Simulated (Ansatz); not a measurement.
System: C₄H₉F, net charge 0, singlet state. 
Coordinates optimised at B3LYP-D3(BJ)/def2-TZVP (Ansatz, a program for electronic structure):
SMILES: CCCCF
```xyz
14

C      2.3825    -0.0633     0.1131
C      0.9360    -0.5022    -0.0928
C     -0.0194     0.6772    -0.2610
C     -1.4626     0.2688    -0.4475
F     -1.9331    -0.3902     0.6964
H      2.7424     0.5242    -0.7353
H      2.4809     0.5554     1.0083
H      3.0459    -0.9220     0.2286
H      0.6081    -1.1071     0.7555
H      0.8683    -1.1463    -0.9758
H      0.0489     1.3417     0.6059
H      0.2721     1.2722    -1.1342
H     -2.1090     1.1347    -0.6063
H     -1.5790    -0.4245    -1.2850
```
Charge 0, spin multiplicity 1.

Total electronic energies in hartree. Valence correlation only, unless marked. Spin-orbit coupling is left out. No relativistic terms. CBS(X,Y): correlation extrapolated as X^-3; Hartree-Fock from the larger set.

```json
[
 {"level": "HF/aug-cc-pVQZ", "program": "Ansatz", "energy (Eh)": "-256.26407"},
 {"level": "RI-HF/cc-pVTZ", "program": "Ansatz", "energy (Eh)": "-256.24476"},
 {"level": "PBE/def2-TZVPD", "program": "Ansatz", "energy (Eh)": "-257.46598"},
 {"level": "r2SCAN-D3(BJ)/def2-TZVPD", "program": "Ansatz + dftd3", "energy (Eh)": "-257.64752"},
 {"level": "PBE0/6-31G*", "program": "Ansatz", "energy (Eh)": "-257.38886"},
 {"level": "PBE0-D4/def2-TZVPD", "program": "Ansatz + dftd4", "energy (Eh)": "-257.50372"},
 {"level": "BHLYP/def2-TZVPD", "program": "Ansatz", "energy (Eh)": "-257.65014"},
 {"level": "r2SCAN0/def2-TZVPD", "program": "Ansatz", "energy (Eh)": "-257.62073"},
 {"level": "HSE06/def2-TZVPD", "program": "Ansatz", "energy (Eh)": "-257.48274"},
 {"level": "CAM-B3LYP-D4/def2-TZVPD", "program": "Ansatz + dftd4", "energy (Eh)": "-257.68132"},
 {"level": "LC-wPBE-D4/def2-TZVPD", "program": "Ansatz + dftd4", "energy (Eh)": "?"},
 {"level": "wB97M-V/def2-TZVPD", "program": "Ansatz", "energy (Eh)": "-257.66697"},
 {"level": "B2PLYP-D4/def2-TZVPD", "program": "Ansatz + dftd4", "energy (Eh)": "-257.58168"},
 {"level": "MP2/cc-pVDZ", "program": "Ansatz", "energy (Eh)": "-256.92686"},
 {"level": "MP2/cc-pVQZ", "program": "Ansatz", "energy (Eh)": "-257.28612"},
 {"level": "SCS-MP2/6-31G", "program": "Ansatz", "energy (Eh)": "-256.54717"},
 {"level": "SCS-MP2/aug-cc-pVDZ", "program": "Ansatz", "energy (Eh)": "-256.97863"},
 {"level": "SCS-MP2/cc-pVDZ", "program": "Ansatz", "energy (Eh)": "-256.92299"},
 {"level": "SCS-MP2/cc-pVQZ", "program": "Ansatz", "energy (Eh)": "-257.29289"},
 {"level": "CCSD/6-31G", "program": "Ansatz", "energy (Eh)": "-256.59479"},
 {"level": "CCSD/cc-pVQZ", "program": "Ansatz", "energy (Eh)": "-257.32321"},
 {"level": "CCSD(T)/cc-pwCVTZ", "program": "Ansatz", "energy (Eh)": "-257.29856"},
 {"level": "CCSD(T)/CBS(cc-pVTZ,cc-pVQZ)", "program": "Ansatz", "energy (Eh)": "-257.4078"}
]
```

Problem. What belongs in the gaps?

Solution. 
- LC-wPBE-D4/def2-TZVPD, energy (Eh): -257.65309
